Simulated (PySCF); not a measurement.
# First hyperpolarisability: SMILES CS(=O)(=O)[SiH2][SiH2][O-], [CH$_{7}$O$_{3}$SSi$_{2}$]-, charge -1

Cartesian coordinates in Å; atom numbers follow the order of the lines, from 1:
```xyz
14

C    -2.499    0.505    0.611
S    -1.138   -0.688    0.539
O    -1.139   -1.348    1.862
O    -1.415   -1.501   -0.664
Si    0.783    0.476    0.231
Si    2.950   -0.435   -0.139
O     3.755    0.912   -0.229
H    -3.397   -0.120    0.727
H    -2.538    1.072   -0.327
H    -2.366    1.162    1.480
H     0.695    1.373    1.436
H     0.314    1.341   -0.908
H     2.800   -1.332   -1.357
H     3.197   -1.416    0.995
```

Total charge -1.

Theory: PySCF, quadratic response CAM-B3LYP/def2-SVPD first hyperpolarisability, Taylor convention, gas phase. Geometry: PBE0-D3(BJ)/def2-SVP.

For a gas-phase anion, states above the detachment energy (about 3.8 eV, taken as minus the energy of the highest occupied orbital) lie in the continuum and depend on the basis.

Question: What is the first hyperpolarisability, and how does it disperse?

Answer: In 10⁻³⁰ esu, Taylor convention; the vector part is βᵢ = ⅓ Σⱼ (βᵢⱼⱼ + βⱼᵢⱼ + βⱼⱼᵢ):
| process | λ (nm) | β vector norm | β HRS | depolarisation ratio |
| --- | --- | --- | --- | --- |
| static β(0;0,0) | ∞ | 7.12 | 2.87 | 5.51 |
| second harmonic β(−2ω;ω,ω) | 1064 | 9.69 | 3.90 | 5.58 |
| Pockels β(−ω;ω,0) | 1064 | 7.84 | – | – |

Question: Which lowest excitations and polarisabilities go with it?

Answer: S1 4.69 eV (f = 0.111); S2 5.02 eV (f = 0.011); S3 5.54 eV (f = 0.123); isotropic α 119.0 au static, 120.8 au at 1064 nm, 126.9 au at 532 nm.
